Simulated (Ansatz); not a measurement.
**Molecular dynamics of Al16In**

Input:

```yaml
crystal:
  lattice:
    - [8.1, 0.0, 0.0]
    - [0.0, 5.727565, 0.0]
    - [0.0, 0.0, 15.295674]
  atoms:
    - { symbol: Al, position: [0.25, 0.25, 0.065378] }
    - { symbol: Al, position: [0.75, 0.25, 0.065378] }
    - { symbol: Al, position: [0.25, 0.75, 0.065378] }
    - { symbol: Al, position: [0.75, 0.75, 0.065378] }
    - { symbol: Al, position: [-0.00704486, 0.00613853, 0.14476815] }
    - { symbol: Al, position: [0.49747924, 0.05997496, 0.17282192] }
    - { symbol: Al, position: [0.0161856, 0.58962171, 0.19821955] }
    - { symbol: Al, position: [0.48649675, 0.58918273, 0.1733186] }
    - { symbol: Al, position: [0.23169101, 0.30356432, 0.26039359] }
    - { symbol: Al, position: [0.7762359, 0.29121508, 0.2375187] }
    - { symbol: Al, position: [0.26344084, 0.74510415, 0.26904775] }
    - { symbol: Al, position: [0.76636784, 0.81268491, 0.25093831] }
    - { symbol: Al, position: [-0.0235455, 0.04596547, 0.34657846] }
    - { symbol: Al, position: [0.53013708, 0.02683682, 0.35081079] }
    - { symbol: Al, position: [-0.05704162, 0.52101619, 0.37556121] }
    - { symbol: Al, position: [0.53954924, 0.53787543, 0.36031525] }
    - { symbol: In, position: [0.24718329, 0.9397521, 0.45901266] }
basis:
  ecutwfc: 420.0
kpoints:
  mp_grid: { grid: [2, 3, 1] }
hamiltonian:
  xc: pbe
  pseudopotentials: { kind: paw, azcp: { folder: soft_1 } }
scf:
  occupations: { method: fermi_dirac, width: 0.15 }
  lower_state_search: "off"
md:
  timestep: 2
  n_steps: 170
  ensemble: nvt_langevin
  temperature: 2400.0
  initial_velocities: maxwell_boltzmann
  seed: 745193
  friction: 0.01
  constraints: [{ sites: [0, 1, 2, 3] }]
```

Run as:

```bash
$ ansatz run input.yaml --threads 1 --pin off --max-ram 3072MiB --backend cpu --events-out ev --progress --plain --runs-dir out
```

It goes on from the last frame of an earlier run, with new velocities.

Output, in part (step lines):

```
md step     0: t =     0.00 fs  T =  2400.0 K  F+E_penalty+E_count = -14190.60567114 eV  E_kin = 4.032912 eV  (10 SCF iters)
md step     1: t =     2.00 fs  T =  2265.1 K  F+E_penalty+E_count = -14190.57658424 eV  E_kin = 3.806263 eV  (7 SCF iters)
md step     2: t =     4.00 fs  T =  2320.5 K  F+E_penalty+E_count = -14190.52890632 eV  E_kin = 3.899345 eV  (7 SCF iters)
md step     3: t =     6.00 fs  T =  2442.5 K  F+E_penalty+E_count = -14190.45221710 eV  E_kin = 4.104326 eV  (7 SCF iters)
md step     4: t =     8.00 fs  T =  2566.7 K  F+E_penalty+E_count = -14190.38421406 eV  E_kin = 4.313028 eV  (7 SCF iters)
md step     5: t =    10.00 fs  T =  2374.6 K  F+E_penalty+E_count = -14190.31050557 eV  E_kin = 3.990249 eV  (6 SCF iters)
md step     6: t =    12.00 fs  T =  2365.2 K  F+E_penalty+E_count = -14190.20469164 eV  E_kin = 3.974404 eV  (5 SCF iters)
md step     7: t =    14.00 fs  T =  2062.1 K  F+E_penalty+E_count = -14190.07791196 eV  E_kin = 3.465148 eV  (5 SCF iters)
[... lines left out ...]
md step   169: t =   338.00 fs  T =  1823.3 K  F+E_penalty+E_count = -14184.60533807 eV  E_kin = 3.063892 eV  (5 SCF iters)
md step   170: t =   340.00 fs  T =  1924.5 K  F+E_penalty+E_count = -14184.75612795 eV  E_kin = 3.233808 eV  (7 SCF iters)
```

The steps, from the saved trajectory:

| time (fs) | T (K) | potential energy less start (eV) |
| --- | --- | --- |
| 0.0 | 2400 | 0.000 |
| 10.0 | 2375 | 0.295 |
| 20.0 | 1816 | 0.992 |
| 30.0 | 1623 | 1.731 |
| 40.0 | 2198 | 1.672 |
| 50.0 | 2529 | 1.336 |
| 60.0 | 2709 | 1.276 |
| 70.0 | 3114 | 1.730 |
| 80.0 | 2733 | 2.464 |
| 90.0 | 2339 | 2.842 |
| 100.0 | 2741 | 2.446 |
| 110.0 | 3356 | 2.405 |
| 120.0 | 2562 | 3.670 |
| 130.0 | 2022 | 4.412 |
| 140.0 | 2047 | 3.936 |
| 150.0 | 2108 | 3.719 |
| 160.0 | 2276 | 3.486 |
| 170.0 | 2534 | 3.516 |
| 180.0 | 2789 | 3.822 |
| 190.0 | 3181 | 4.462 |
| 200.0 | 3166 | 4.467 |
| 210.0 | 2591 | 4.462 |
| 220.0 | 2208 | 4.684 |
| 230.0 | 2789 | 4.536 |
| 240.0 | 2959 | 4.294 |
| 250.0 | 2535 | 4.495 |
| 260.0 | 2419 | 4.618 |
| 270.0 | 2639 | 4.721 |
| 280.0 | 2362 | 4.735 |
| 290.0 | 2684 | 4.875 |
| 300.0 | 2949 | 4.545 |
| 310.0 | 3041 | 4.228 |
| 320.0 | 2264 | 4.892 |
| 330.0 | 2381 | 5.894 |
| 340.0 | 1924 | 5.850 |

All steps were run. The mean temperature of the second half is 11 % above the set value. A run of 0.34 ps of so small a system gives no equilibrium averages. Limits of this set-up: coarse k mesh, thin slab, slab without dipole correction.

Mean squared displacements from the first frame to the last: Al 3.09 Å², In 2.49 Å².

Last frame:

```xyz
17
Lattice="8.1000 0.0000 0.0000 0.0000 5.7276 0.0000 0.0000 0.0000 15.2957" Properties=species:S:1:pos:R:3
Al 2.025 1.432 1.000
Al 6.075 1.432 1.000
Al 2.025 4.296 1.000
Al 6.075 4.296 1.000
Al -0.217 0.908 3.471
Al 4.412 -1.136 3.976
Al -0.171 3.758 2.964
Al 3.810 2.717 1.002
Al 1.707 -0.263 4.645
Al 7.350 2.674 4.960
Al 2.331 2.556 3.846
Al 6.776 5.442 6.123
Al -0.246 2.125 7.618
Al 4.006 0.821 7.155
Al -2.350 3.026 6.869
Al 2.782 3.967 6.626
In 2.041 6.001 8.471
```

Run time: 27 min on 1 thread of Arm Neoverse V1, with other jobs on the host, peak memory 0.82 GiB.
